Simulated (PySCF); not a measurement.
A structure optimised at PBE-D3(BJ)/def2-SVP, used in a PySCF frequency run:

```
Te
Br 1 2.5500
Br 1 2.5500 2 100.37
Br 1 2.6581 2 94.64 3 95.58
Br 1 2.6581 2 94.64 4 168.83
```
Charge 0, spin multiplicity 1.

**Question.** Write its SMILES, formula and point group.

**Answer.** Br[Te](Br)(Br)Br, Br4Te, C2v

**Question.** What are its rotational constants (standard atomic weights)?

**Answer.** 0.52587, 0.34637, 0.29309 GHz
